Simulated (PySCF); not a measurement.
# Polarisability and C₆ of Ca (calcium, neutral)

[Ar] 4s2, closed-shell 1S. Calculation: PySCF 2.14, in aug-cc-pwCVTZ-X2C with one added diffuse shell each of s, p, d, f type (10s9p7d4f, 100 functions); the spin-free X2C one-electron Hamiltonian (Gaussian nucleus). Coupled (time-dependent) response in atomic units; α is the mean over directions.

```json
{"method": "UHF", "mean α (bohr³)": "182.8", "C₆ (like pair)": "2716", "S(−4)": "16520"}
{"method": "PBE", "mean α (bohr³)": "158.0", "C₆ (like pair)": "2180", "S(−4)": "12470"}
{"method": "PBE0", "mean α (bohr³)": "162.8", "C₆ (like pair)": "2285", "S(−4)": "13120"}
{"method": "BP86", "mean α (bohr³)": "151.9", "C₆ (like pair)": "2061", "S(−4)": "11500"}
```

S(−4) is the Cauchy moment in α(ω) = α(0) + S(−4) ω² + …

Reference α: 160.8 ± 4 bohr³ (recommended; Schwerdtfeger and Nagle, table of static dipole polarizabilities (2023 update)). Published C₆: 2163 (Chu and Dalgarno (2004); Tang, Norbeck and Certain (1976)).

Hartree-Fock lies above the reference because it lacks correlation, which contracts the outer shell.

α(iu) at PBE0:

| u (hartree) | α(iu) (bohr³) |
| --- | --- |
| 0 | 162.8 |
| 0.0500 | 135.6 |
| 0.100 | 91.00 |
| 0.200 | 40.81 |
| 0.300 | 22.47 |
| 0.500 | 10.47 |
| 0.750 | 5.958 |
| 1.00 | 4.059 |
| 1.50 | 2.328 |
| 2.00 | 1.522 |
| 3.00 | 0.7976 |
| 5.00 | 0.3370 |

A single London oscillator, α(iu) = α/(1 + u²/ω²), gives C₆ = (3/4) ω α². Matching the computed C₆ needs ω = 4 × 2285 / (3 × 162.8²) = 0.115 hartree.
